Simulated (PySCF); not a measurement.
Be(Me)2 cation (C2H6Be), SMILES [CH3][Be][CH3] (connectivity only; charge and spin as stated), charge +1, multiplicity 2.

The structure is a stationary point at PBE0-D3(BJ)/def2-TZVP. The spin state was assumed, not searched. The isomer is the one that the SMILES or the coordinates give; other isomers of the formula were not compared.

Computed with TDA-LC-ωPBE/def2-SVPD in PySCF.

Vertical excitations; the highest root listed may be one member of a degenerate set. The molecule is in vacuum.

Q: Give excitation energies, oscillator strengths and character. (Estimate from the structure and the level; the computed values follow.)

A: 
```
state    energy (eV)  λ (nm)      f                                       main pairs
-------  -----------  ------  -----  -----------------------------------------------
root 1          1.34     924  0.162                                 β HOMO→LUMO 96 %
root 2          4.06     306  0.003                   β HOMO−1→LUMO (degenerate set)
root 3          4.06     306  0.003                   β HOMO−2→LUMO (degenerate set)
root 4          4.29     289  0.000                   β HOMO−3→LUMO (degenerate set)
root 5          4.29     289  0.000                   β HOMO−4→LUMO (degenerate set)
root 6          5.81     213  0.047  α HOMO−1→LUMO+1, β HOMO→LUMO+2 (degenerate set)
root 7          5.81     213  0.047    α HOMO−1→LUMO, β HOMO→LUMO+1 (degenerate set)
root 8          7.89     157  0.000                   α HOMO→LUMO+1 (degenerate set)
root 9          7.89     157  0.000                     α HOMO→LUMO (degenerate set)
root 10         7.95     156  0.000                               β HOMO→LUMO+3 88 %
```
Unrestricted roots are not spin-pure.
